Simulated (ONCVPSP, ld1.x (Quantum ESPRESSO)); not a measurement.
**Potentials for chlorine (Cl) compared**

Generated with ld1.x 7.5 (TM, RRKJ, ultrasoft, PAW), atompaw 4.2 or ONCVPSP 4.0.1. The cutoff is in Ry: for ld1.x and atompaw files where the sum of valence levels is converged to 10 mRy in a Bessel basis, for ONCV files where the hardest occupied wave has 1 mHa per electron of residual kinetic energy. The error is the largest all-electron minus pseudo excitation energy over each file’s own four to seven test configurations (ionisations up to +4, promotions, holes and added fractions of an electron), all of which were solved. The labels leave out finer settings (local radius, basis sizes, second energies), which also bear on the numbers. Spin-polarised tests are not counted. The rows are a selection from randomly drawn settings: files with unsolved tests, undetermined cutoffs or missed reference levels are left out.

A true bound ghost makes a file unfit for plane-wave use even where its test errors are small: the radial tests pick states by their node count and pass the ghost by.

```csv
potential,cutoff (Ry),largest error (meV),bound ghosts
"ONCV, Wu-Cohen, scalar-relativistic, rc 1.05/1.15/1.20 (spd), local smoothed, core correction yes, reference 3s2 3p5, qcut 6.7/8.2/7.9, projectors 2/3/1",32,+121,"s, p"
"ONCV, PBE, scalar-relativistic, rc 1.45/1.10/1.55 (spd), local smoothed, core correction no, reference 3s2 3p5, qcut 4.5/8.9/6.8, projectors 2/2/2",108,+112,p
"TM, LDA (PZ), scalar-relativistic, rc 1.00/1.50/1.20 (spd), local d, core correction yes, reference 3s1 3p6",70,+512,none
"TM semilocal, PBE, scalar-relativistic, rc 1.25/1.40/1.10 (spd), local s, core correction no, reference 3s1.5 3p5.5",45,+175,none
```

Fill in the row for Cl: RRKJ, LDA (PZ), scalar-relativistic, rc 1.05/1.45 (sp), local p, core correction yes, reference 3s2 3p4.5.

cutoff 70 Ry, largest error +212 meV, bound ghosts: none.

Fill in the row for Cl: TM, PBE, scalar-relativistic, rc 1.25/1.05/1.20 (spd), local d, core correction yes, reference 3s2 3p4.

cutoff 100 Ry, largest error +329 meV, bound ghosts: none.

Fill in the row for Cl: ultrasoft, PW91, scalar-relativistic, rc 1.10/1.05 (sp), local smoothed, core correction no, reference 3s2 3p5.

cutoff 45 Ry, largest error +33 meV, bound ghosts: none.
